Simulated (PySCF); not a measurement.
YOF, SMILES [O]=[Y][F]. The structure is a stationary point at PBE0-D3(BJ)/def2-TZVP. The def2 effective core potentials stand for the cores of Y; spin–orbit coupling is left out.

Computed equilibrium geometry at PBE0-D3(BJ)/def2-TZVP (PySCF confirms it by a frequency run) as Cartesian coordinates in Å, and its point group:
point group Cs.
```xyz
3

Y      0.3063     0.0944     0.0000
O     -0.8470     1.4880     0.0000
F     -0.5745    -1.7318     0.0000
```
